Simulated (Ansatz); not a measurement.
A geometry relaxed with Ansatz (a program for electronic structure) with PBE-D3(BJ)/def2-SVP, charge 0, multiplicity 1:

```xyz
5

I      2.3601     0.8778     1.0061
Sn     0.0000     0.0000     0.0000
I     -1.5512    -0.9348     2.0182
I      0.4617    -1.9911    -1.7818
I     -1.2706     2.0481    -1.2424
```

Q: Write the SMILES of this molecule.

A: `[I][Sn]([I])([I])[I]`
